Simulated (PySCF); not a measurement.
An equivalent PySCF input for Cl (chlorine, neutral), [Ne] 3s2 3p5, 2P determinant, with the spin-free X2C one-electron Hamiltonian (Gaussian nucleus):

```python
from pyscf import gto, scf, dft, mp, cc
import basis_set_exchange as bse
mol = gto.M(atom="Cl 0 0 0", charge=0, spin=1, symmetry="D2h",
            basis=gto.basis.parse(bse.get_basis("aug-cc-pVDZ-DK", elements=["Cl"], fmt="nwchem", header=False)),
            nucmod="G")
mf = scf.UHF(mol).sfx2c1e()
mf.irrep_nelec = {'Ag': (3, 3), 'B1u': (2, 2), 'B2u': (2, 2), 'B3u': (2, 1)}
mf.kernel()
```

It reaches the same state as the run whose output follows, and the same energy. The run itself started from symmetry-adapted Hartree-Fock orbitals and held the occupation by maximum overlap, so the iterations belong to that start.

```
SCF conv_tol = 1e-09
number electrons alpha = 9  beta = 8
cycle= 1 E= -460.879634831388  delta_E= -0.00372  |g|= 0.0232  |ddm|= 0.0482
cycle= 2 E= -460.880015382422  delta_E= -0.000381  |g|= 0.00762  |ddm|= 0.0169
cycle= 3 E= -460.880063817695  delta_E= -4.84e-05  |g|= 0.000597  |ddm|= 0.0106
cycle= 4 E= -460.880064429845  delta_E= -6.12e-07  |g|= 0.000132  |ddm|= 0.0031
cycle= 5 E= -460.880064454899  delta_E= -2.51e-08  |g|= 4.41e-05  |ddm|= 0.000652
cycle= 6 E= -460.880064457742  delta_E= -2.84e-09  |g|= 8.63e-06  |ddm|= 0.000259
cycle= 7 E= -460.88006445785  delta_E= -1.08e-10  |g|= 6e-07  |ddm|= 5.4e-05
converged SCF energy = -460.88006445785  <S^2> = 0.75707887  2S+1 = 2.0070664
```
